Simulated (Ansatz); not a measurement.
Ansatz (an electronic-structure program) input (CCSD(T)/6-31G):

Ansatz 0.2 input:
```yaml
crystal:
  periodic: [false, false, false]
  atoms:
    - {symbol: N, position_ang: [2.46356030, 0.48365708, 0.11187632]}
    - {symbol: Si, position_ang: [1.40590172, -0.85355756, -0.02716299]}
    - {symbol: O, position_ang: [-0.14184557, -0.50621607, -0.44248451]}
    - {symbol: Si, position_ang: [-1.64446940, -0.05399181, 0.03317957]}
    - {symbol: N, position_ang: [-1.90175781, 1.62808793, 0.20786960]}
    - {symbol: H, position_ang: [2.80487810, 0.97685085, -0.69745417]}
    - {symbol: H, position_ang: [2.47671433, 1.06662101, 0.93301062]}
    - {symbol: H, position_ang: [1.93302207, -1.72338299, -1.09624031]}
    - {symbol: H, position_ang: [1.38987260, -1.51786584, 1.29527696]}
    - {symbol: H, position_ang: [-2.56836516, -0.53549493, -1.01178056]}
    - {symbol: H, position_ang: [-1.91091287, -0.66080881, 1.35648583]}
    - {symbol: H, position_ang: [-1.59903730, 2.12895354, 1.02747700]}
    - {symbol: H, position_ang: [-1.98407724, 2.23833159, -0.58935284]}
basis:
  gaussian:
    orbitals: 6-31G
magnetization: {spin_polarized: false}
correlation: {method: ccsd_t, electrons: outside_noble_gas}
```

End of the output:

```
integrals: 0.06 GiB planned
875 factors; integrals over basis functions are off by at most 2.2e-4 eV
0.64 GiB of device memory are held for the factors and their scratch space
mean field: 0.29 GiB planned
mean field evaluation 1: about -20844.9890 eV, gradient 4.8e1 eV
mean field evaluation 2: about -20844.9971 eV, gradient 4.8e1 eV
mean field evaluation 4: about -20849.6300 eV, gradient 3.0e0 eV
mean field evaluation 8: about -20849.6569 eV, gradient 1.8e-4 eV
mean field evaluation 16: about -20849.6399 eV, gradient 1.5e-1 eV
mean field -20849.65685720 eV, -766.2107570970 hartree, gradient 4.5e-6 eV, S^2 0.000000; 0 other end points of the search recorded, 0 dependent functions left out
13 core orbitals not correlated
reference -20849.65685720 eV, -766.2107570970 hartree; 16, 16 occupied and 40, 40 virtual orbitals, 875 factors
second order -12.06715681 eV of doubles, -0.00000000 eV of singles
coupled cluster: 0.31 GiB planned
cycle   1  -12.52637530 eV  change   -4.6e-1 eV  update   1.0e-1
cycle   2  -13.00327664 eV  change   -4.8e-1 eV  update   3.2e-2
cycle   3  -13.13557507 eV  change   -1.3e-1 eV  update   1.6e-2
cycle   4  -13.13477651 eV  change    8.0e-4 eV  update   3.4e-3
cycle   5  -13.13336337 eV  change    1.4e-3 eV  update   1.2e-3
cycle   6  -13.13335803 eV  change    5.3e-6 eV  update   3.8e-4
cycle   7  -13.13312886 eV  change    2.3e-4 eV  update   1.0e-4
cycle   8  -13.13308181 eV  change    4.7e-5 eV  update   3.0e-5
cycle   9  -13.13308295 eV  change   -1.1e-6 eV  update   1.0e-5
perturbative correction -0.23584865 eV, -0.0086672781 hartree
Total energy: -20863.02578880 eV, -766.7020562715 hartree
```
